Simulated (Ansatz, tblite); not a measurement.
Forces on [CrO2S2]2- (CrS₂O₂²⁻) at its PBE0-D4/def2-SVPD geometry. The state is a singlet with charge -2.

The xTB rows come from tblite. LC-ωPBE has ω = 0.4 bohr⁻¹. A multiply charged anion in the gas phase is held together partly by the finite basis. The restricted singlet is unstable towards broken spin symmetry in Hartree–Fock (as tested in another run); at LC-ωPBE/def2-TZVPD this wasn't settled. At LC-ωPBE/def2-TZVPD the highest occupied level of the charge -2 singlet lies above zero (up to 0.61 eV). The electron is either unbound and held by the finite basis, or the level is raised by self-interaction error.

GFN1-xTB (tblite), largest force 0.95 eV/Å:

```xyz
5
positions Å, forces eV/Å
Cr   -0.003    0.115    0.024    0.007   -0.260   -0.054
O    -0.122    1.265   -1.062    0.014   -0.310    0.027
O     0.066    0.741    1.479    0.002   -0.274   -0.149
S     1.791   -0.988   -0.336   -0.854    0.387    0.143
S    -1.732   -1.134   -0.106    0.831    0.457    0.033
```

GFN2-xTB (tblite), largest force 0.55 eV/Å:

```
Cr -0.013 0.480 0.100
O -0.035 -0.030 -0.553
O 0.043 -0.246 0.495
S -0.118 -0.107 -0.013
S 0.123 -0.097 -0.029
```

LC-ωPBE/def2-TZVPD (Ansatz), largest force 0.58 eV/Å:

```
Cr -0.005 0.184 0.038
O 0.044 -0.396 0.425
O -0.027 -0.196 -0.549
S -0.244 0.194 0.058
S 0.232 0.214 0.027
```
